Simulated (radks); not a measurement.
Values are calculated unless marked as measured or tabulated.
The lanthanum ion La11+ is in [Kr] 4d10. Level of theory: scalar-relativistic Kohn-Sham, PBE, spin-polarised, spherical densities, finite nucleus; Fermi nuclear charge, rms radius of each element as measured or else 0.836 A^(1/3) + 0.57 fm (a radial shooting solver on a logarithmic mesh with Libxc functionals). Open shells are filled with parallel spins first. One electron is removed from 4d, 3d, 4s, 4p in turn, with full relaxation. Which removal costs least, and what does each cost?

Answer. 4d 277.28 eV; 4p 375.58 eV; 4s 443.19 eV; 3d 1019.5 eV. The 4d electron leaves first.
